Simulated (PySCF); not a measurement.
Working out the ionisation energy of I²⁺

I²⁺ [Kr] 4d10 5s2 5p3 (4S) → I³⁺ [Kr] 4d10 5s2 5p2 (3P). Computed with PySCF 2.14 in aug-cc-pVTZ-PP with ECP28MDF, with scalar relativity through the core potential. Frozen: 4s2 4p6 4d10. Energies in hartree (1 hartree = 27.21139 eV):

```
            part  I²⁺ (lower)  I³⁺ (upper)
             UHF  -293.662047  -292.564874
CCSD correlation    -0.078071    -0.062619
             (T)    -0.002033    -0.001172
```

Q: What does Hartree-Fock give?

A: (-292.564874) − (-293.662047) = 1.097173 hartree = 29.856 eV.

Q: What do CCSD and CCSD(T) give?

A: The CCSD correlation energies differ by 0.015452 hartree = 0.420 eV and the triples by 0.000861 hartree = 0.023 eV, so CCSD gives 30.276 eV and CCSD(T) 30.299 eV.

Reference: 29.57 ± 0.025 eV (measured; NIST Atomic Spectra Database, ionization energies), between the lowest levels; spin-orbit coupling is absent from the calculation.

What remains against the reference includes basis incompleteness, the frozen core and higher excitations.
